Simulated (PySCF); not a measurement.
**Calculated NMR parameters of N#Cc1ccco1**

```yaml
Formula: C5H3NO
SMILES: N#Cc1ccco1
InChI: InChI=1S/C5H3NO/c6-4-5-2-1-3-7-5/h1-3H
Point_group_of_the_computed_structure: Cs
Degrees_of_unsaturation: 5
Carbon_signals: 5
Proton_signals: 3
```

Molfile (atoms numbered from 1):
```
C5H3NO
     RDKit          3D

 10 10  0  0  0  0  0  0  0  0999 V2000
    3.3305   -0.4632   -0.1346 N   0  0  0  0  0  0  0  0  0  0  0  0
    2.1891   -0.3652   -0.0796 C   0  0  0  0  0  0  0  0  0  0  0  0
    0.7970   -0.2008   -0.0198 C   0  0  0  0  0  0  0  0  0  0  0  0
    0.0497    0.9474   -0.1551 C   0  0  0  0  0  0  0  0  0  0  0  0
   -1.2938    0.5492   -0.0086 C   0  0  0  0  0  0  0  0  0  0  0  0
   -1.2658   -0.7993    0.2029 C   0  0  0  0  0  0  0  0  0  0  0  0
   -0.0142   -1.2607    0.1985 O   0  0  0  0  0  0  0  0  0  0  0  0
    0.4260    1.9336   -0.3358 H   0  0  0  0  0  0  0  0  0  0  0  0
   -2.1598    1.1767   -0.0534 H   0  0  0  0  0  0  0  0  0  0  0  0
   -2.0499   -1.5130    0.3630 H   0  0  0  0  0  0  0  0  0  0  0  0
  1  2  3  0
  2  3  1  0
  3  4  2  0
  4  5  1  0
  5  6  2  0
  6  7  1  0
  7  3  1  0
  4  8  1  0
  5  9  1  0
  6 10  1  0
M  END
```

[PySCF: NMR shieldings at PBE0/pcSseg-1/GIAO; GFN2-xTB geometry; B3LYP/pcJ-1 coupling constants (spin–dipole term only in couplings to heteroatoms); single conformer; isolated molecule; no relativistic terms]

Scale: ¹H (σref 31.72) and ¹³C (σref 186.93) vs TMS; NH3 for ¹⁵N (σref 267.73); ¹⁷O (σref 336.08) vs H2O (reference shieldings calculated alike).

```tsv
carbon	δC, type	δH (multiplicity, J in Hz)	HMBC from (abs. J ≥ 3 Hz)	span of the C tensor (ppm)
C2	116.5, C	–	–	334
C3	132.8, C	–	H10, H8, H9	129
C4	132.6, CH	7.44 (d, 4.3)	H10, H9	200
C5	118.6, CH	6.81 (dd, 4.3, 2.3)	H10, H8	177
C6	152.0, CH	7.65 (d, 2.3)	H8, H9	153
```

Other nuclei:
| atoms | nucleus | environment | δ (ppm) | σ (ppm) |
| --- | --- | --- | --- | --- |
| N1 | ¹⁵N | nitrile nitrogen | 329.9 | -62.1 |
| O7 | ¹⁷O | aromatic ring oxygen | 312.6 | 23.5 |

Selected couplings (Hz, signed; the shortest-range and largest first, 30 at most; isotopes ¹³C, ¹H, ¹⁵N): ¹J(C6,H10) 212.6, ¹J(C4,H8) 188.4, ¹J(C5,H9) 185.6, ¹J(C2,C3) 126.6, ¹J(C3,C4) 77.6, ¹J(C5,C6) 71.0, ¹J(C4,C5) 56.4, ¹J(N1,C2) -23.6, ²J(C2,C4) 8.1, ²J(C3,C6) 5.6, ²J(C3,C5) 3.5, ²J(N1,C3) 3.1, ³J(H8,H9) 4.3, ³J(C2,C5) 4.3, ³J(C2,C6) 4.1, ³J(H9,H10) 2.3, ³J(N1,C4) -1.2, ⁴J(N1,C6) -1.4.

- Carbon types of the structure: 2 × C, 3 × CH, which accounts for all hydrogens.
- δC 152.0: aromatic CH next to the ring oxygen.
- δC 132.8: substituted aromatic carbon next to the ring oxygen.
- δC 132.6, 118.6: aromatic CH.
- δC 116.5: nitrile carbon; this is the usual window of a C≡N carbon, which has no attached hydrogen.
- δH 7.44, 6.81: hydrogen on an aromatic CH; it sits in the deshielding region of the aromatic ring current.
- The protons at 7.44 and 6.81 share a coupling of 4.3 Hz (vicinal, an ortho-type coupling).

Multiplet labels drop couplings under 1 Hz and merge nearly equal ones. Unscaled 3J(H,H) at this level run about 10 % above measured values. Shifts are as computed. Against solution values, carbons near 30 ppm lie about +3 ppm off and those near 130 ppm about +5 ppm. Of 1211 compounds with measured shifts, 218 miss one by over three times the rms of a fit or turn the order of signals round; such compounds aren't used in these exercises. Unscaled 17O shifts of doubly bonded oxygen tend to come out too high, by tens of ppm or more. Experimental scales use liquid or dissolved standards, which lie at an offset from isolated NH3 (liquid NH3: subtract about 20 ppm) and H2O (liquid H2O: subtract about 36 ppm). Unscaled 15N shifts of sp2 nitrogen come out 20 to 40 ppm too high even then.
